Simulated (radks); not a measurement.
Q: Neutral copper, [Ar] 3d10 4s1. All-electron calculation, non-relativistic Kohn-Sham, exchange-only PBE, spin-polarised, spherical densities, point nucleus. Program: a radial shooting solver on a logarithmic mesh with Libxc functionals. Every spin shell is full or empty, so the densities are truly spherical. Functionals are evaluated on that one density, not self-consistently. Rank these orbital-free kinetic functionals by their error against the exact value of the orbitals, and give that value: Thomas-Fermi, von Weizsacker, LC94, APBEK, Thakkar, Pearson, LKT, PG1, DePristo-Kress.

A: Exact: 1638.96 hartree. From best to worst, with 100 (|E| - |E exact|)/|E exact| (equal figures are ties): APBEK -0.06, LC94 -0.15, DePristo-Kress -0.23, Thakkar -0.58, Pearson -1.35, Thomas-Fermi -6.46, PG1 +18.72, LKT +23.63, von Weizsacker -50.06.
